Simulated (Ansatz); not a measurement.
Geometry optimisation, RHF/def2-SVP in Ansatz 0.2.0.

Input:

```yaml
crystal:
  periodic: [false, false, false]
  atoms:
    - { symbol: C, position_ang: [-0.1623, 0.9059, 0.1378] }
    - { symbol: B, position_ang: [-0.148, -0.597, -0.2347] }
    - { symbol: O, position_ang: [0.3195, -1.5498, 0.7371] }
    - { symbol: Cl, position_ang: [-0.6341, -1.1781, -1.89] }
    - { symbol: H, position_ang: [-0.6137, 1.5169, -0.751] }
    - { symbol: H, position_ang: [0.8085, 1.3343, 0.3623] }
    - { symbol: H, position_ang: [-0.8426, 1.0989, 1.0106] }
    - { symbol: H, position_ang: [-0.56103, -1.84731, 1.24451] }
basis:
  gaussian: { orbitals: def2-SVP }
hamiltonian:
  xc: hf
relax:
  f_tol: 0.015
  max_steps: 40
```

Run as:

```bash
$ ansatz run input.yaml --threads 1 --pin off --max-ram 2048MiB --backend cpu --events-out ev --progress --plain --runs-dir out
```

Where does it end, and by what steps?

It converged. The force dipped under the threshold on the way, but the program's further checks kept it going. After 24 steps the energy has fallen by 1.185 eV; H8 moved furthest, 1.08 Å.

```json
{"step": "0", "energy less start (eV)": "0.0000", "largest force component (eV/Å)": "5.115", "accepted": "yes"}
{"step": "1", "energy less start (eV)": "-0.5272", "largest force component (eV/Å)": "1.728", "accepted": "yes"}
{"step": "2", "energy less start (eV)": "-0.6105", "largest force component (eV/Å)": "1.418", "accepted": "yes"}
{"step": "3", "energy less start (eV)": "-0.8837", "largest force component (eV/Å)": "0.922", "accepted": "yes"}
{"step": "4", "energy less start (eV)": "-0.8818", "largest force component (eV/Å)": "3.621", "accepted": "no"}
{"step": "5", "energy less start (eV)": "-1.0178", "largest force component (eV/Å)": "0.797", "accepted": "yes"}
{"step": "6", "energy less start (eV)": "-1.1021", "largest force component (eV/Å)": "0.583", "accepted": "yes"}
{"step": "7", "energy less start (eV)": "-1.1642", "largest force component (eV/Å)": "0.096", "accepted": "yes"}
{"step": "8", "energy less start (eV)": "-1.1694", "largest force component (eV/Å)": "0.053", "accepted": "yes"}
{"step": "9", "energy less start (eV)": "-1.1735", "largest force component (eV/Å)": "0.038", "accepted": "yes"}
{"step": "10", "energy less start (eV)": "-1.1556", "largest force component (eV/Å)": "0.651", "accepted": "no"}
{"step": "11", "energy less start (eV)": "-1.1772", "largest force component (eV/Å)": "0.035", "accepted": "yes"}
{"step": "12", "energy less start (eV)": "-1.1778", "largest force component (eV/Å)": "0.193", "accepted": "yes"}
{"step": "13", "energy less start (eV)": "-1.1736", "largest force component (eV/Å)": "0.349", "accepted": "no"}
{"step": "14", "energy less start (eV)": "-1.1805", "largest force component (eV/Å)": "0.095", "accepted": "yes"}
{"step": "15", "energy less start (eV)": "-1.1830", "largest force component (eV/Å)": "0.005", "accepted": "yes"}
{"step": "16", "energy less start (eV)": "-1.1832", "largest force component (eV/Å)": "0.208", "accepted": "yes"}
{"step": "17", "energy less start (eV)": "-1.1845", "largest force component (eV/Å)": "0.045", "accepted": "yes"}
{"step": "18", "energy less start (eV)": "-1.1835", "largest force component (eV/Å)": "0.162", "accepted": "no"}
{"step": "19", "energy less start (eV)": "-1.1847", "largest force component (eV/Å)": "0.031", "accepted": "yes"}
{"step": "20", "energy less start (eV)": "-1.1852", "largest force component (eV/Å)": "0.031", "accepted": "yes"}
{"step": "21", "energy less start (eV)": "-1.1853", "largest force component (eV/Å)": "0.028", "accepted": "yes"}
{"step": "22", "energy less start (eV)": "-1.1853", "largest force component (eV/Å)": "0.041", "accepted": "no"}
{"step": "23", "energy less start (eV)": "-1.1853", "largest force component (eV/Å)": "0.032", "accepted": "no"}
{"step": "24", "energy less start (eV)": "-1.1854", "largest force component (eV/Å)": "0.003", "accepted": "yes"}
```

```xyz
8
Properties=species:S:1:pos:R:3
C -0.179 1.007 0.120
B -0.318 -0.550 -0.024
O 0.334 -1.396 0.778
Cl -1.386 -1.241 -1.299
H 0.180 1.445 -0.815
H 0.507 1.277 0.924
H -1.154 1.457 0.321
H 0.183 -2.314 0.613
```

Whether the end is a true minimum wasn't checked by a vibrational analysis.

Run time: 49 s on 1 thread of Intel(R) Xeon(R) Platinum 8259CL CPU @ 2.50GHz (Skylake/Cascade Lake), with other jobs on the host, peak memory 0.17 GiB.
